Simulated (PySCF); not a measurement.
## Exercise with solution: chemical shift, span and skew from a shielding tensor

Ga(F)(Cl)(NH2) (ClFGaH₂N), SMILES [NH2][Ga]([F])[Cl]. Atoms are numbered in the order given.

```xyz
6

Ga     0.1197     0.0698    -0.2611
F      1.7941    -0.3367    -0.5332
Cl    -0.7192    -0.4779     1.6154
N     -0.7798     0.9591    -1.5230
H     -1.7743     1.1428    -1.4631
H     -0.3972     1.1348    -2.4450
```

The structure is a stationary point at r2SCAN-D4/def2-SVP. The values are those of a single conformer.

GIAO shieldings from HF/pcSseg-1 (PySCF), non-relativistic, no solvent. The symmetric part of the tensor of F2 has the principal values 353.6, 433.4, 443.0 ppm. The same nucleus in CFCl3 has σ = 238.5 ppm at this level (PySCF, at its B3LYP-D3(BJ)/def2-TZVP geometry). Without spin–orbit terms, shifts of atoms bonded to Cl or Br come out too high.

**Question.** Work out the isotropic shielding, the ¹⁹F shift against CFCl3, the span and the skew.

**Answer.** 
σ(iso) = (σ11 + σ22 + σ33)/3 = 410.0 ppm. δ = σ(ref) − σ(iso) = 238.5 − (410.0) = -171.5 ppm.
Span Ω = σ33 − σ11 = 89.4 ppm. Skew κ = 3(σ(iso) − σ22)/Ω = -0.79. Tumbling in solution averages the tensor to δ; in a static solid the shielding alone would spread this spin-1/2 line over Ω.
